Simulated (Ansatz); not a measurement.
Basis-set extrapolation for `[SiH3]N[SiH2]Cl` (PBE0-D4/def2-TZVP geometry, frozen core, Ansatz). Multiplicity 1, RHF reference.

|  | def2-TZVPP | def2-QZVPP |
| --- | --- | --- |
| HF | -1095.479265 | -1095.513699 |
| MP2 correlation | -0.650764 | -0.704765 |
| CCSD(T) correlation | -0.734148 | not run |

Energies in hartree. Use E(X) = E(∞) + A·exp(−7.88·√X) for Hartree–Fock and E(X) = E(∞) + B·X^(−2.97) for correlation, with X = 3 and 4, and add CCSD(T) minus MP2 of the smaller set to the MP2 limit.

**Question.** What is the CCSD(T) energy at the basis-set limit?

**Answer.** HF limit: -1095.513699 + (-0.034434) × 0.13774 = -1095.51844. MP2 limit: -0.704765 + (-0.054001) × 0.74074 = -0.74477. Higher-order term: -0.734148 − (-0.650764) = -0.08338. Total: -1096.34659 hartree, 349.7 kJ/mol below CCSD(T)/def2-TZVPP.
